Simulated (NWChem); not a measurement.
Species: ammonia borane (BNH₆); SMILES [BH3-][NH3+]

Q: Give the equilibrium geometry at PBE-D3(BJ)/def2-SVP (NWChem) as an XYZ file, with the point group.

A: point group C3v; any orientation.
```
8

B      0.0000     0.0000    -0.9333
N      0.0000     0.0000     0.7108
H     -1.0597    -0.5367    -1.2586
H      0.9947    -0.6494    -1.2586
H      0.0650     1.1861    -1.2586
H     -0.8011     0.5254     1.0891
H      0.8556     0.4311     1.0891
H     -0.0545    -0.9565     1.0891
```
